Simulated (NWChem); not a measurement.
# Polarisability of BeF2

SMILES: [F][Be][F]
```xyz
3

Be     0.0000     0.0000     0.0000
F      0.0000     0.0000     1.3865
F      0.0000     0.0000    -1.3865
```
Charge 0, spin multiplicity 1.

The numbers come from NWChem runs, not from measurements. The geometry was optimised at B3LYP/def2-SVP, a minimum by its harmonic frequencies.

Basis set: def2-SVPD. The field's frequency is 0.0428 Ha (1065 nm).

B3LYP has NWChem's definition, with VWN1-RPA local correlation. The structure started from a generated list of species.

Task: One of these methods gave an isotropic polarisability of 10.94 bohr³. Which?
A) HF
B) B3LYP
C) PBE
D) PBE0

Result: A, HF. The others give 14.68 (PBE), 13.34 (PBE0), 13.58 (B3LYP).
